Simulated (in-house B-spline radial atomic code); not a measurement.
The numbers below are computed, except where a source is named.
## Ghost states of the separable form: Ti

Ti, [Ar] 3d2 4s2, non-relativistic PBE, spherical and spin-unpolarised, from an all-electron radial atomic-structure program (B-spline basis) (atomic units; all potentials screened as in the neutral atom).

Troullier-Martins channels: 4s (ε = -0.1626, r_c = 2.451 bohr), 3d (ε = -0.1623, r_c = 2.451 bohr). In the Kleinman-Bylander form one channel serves as the local potential, and each other channel l becomes |δV u><u δV|/<u|δV|u>, with δV = V_l − V_local and u the pseudo-orbital. Its strength is E_KB = <u|δV²|u>/<u|δV|u>. By the analysis of Gonze, Stumpf and Scheffler a spurious state lies below the reference level ε if E_KB > 0 and ε is above the second level of the local potential alone, or if E_KB < 0 and ε is above its first. The table's levels are those of angular momentum l in a sphere of 9 bohr, whose wall can lift a shallow ε a little above its free-atom value.

```csv
local,channel,<u δV u>,<u δV² u>,ε,first local level,second local level
d,s,0.13799,0.5583,-0.1612,-4.8861,-0.4897
s,d,-2.9226,16.23,-0.1622,0.0775,0.3258
```

Q: Apply the rule to each row.

A: Local d, channel s: E_KB = +4.05, so ε = -0.1612 is set against -0.4897: a ghost. Local s, channel d: E_KB = -5.55, so ε = -0.1622 is set against 0.0775: no ghost.

Diagonalising the separable Hamiltonian gives:

```csv
local,channel,three lowest levels,"all-electron, two lowest valence levels"
d,s,"-2.4307, -0.1612, 0.1103","-0.1612, 0.1110"
s,d,"-0.1622, 0.1070, 0.3937","-0.1622, 0.1037"
```

Q: Which choices of local channel are safe?

A: Free of ghosts: s. With d local the s channel has a ghost 2.27 hartree below ε, since the local potential binds more than one state below ε, and a repulsive term of rank one raises each level at most to the next, so it clears only one of them. Among the safe choices the second level, which tests transfer, is off by at most 3.3 millihartree (s local).
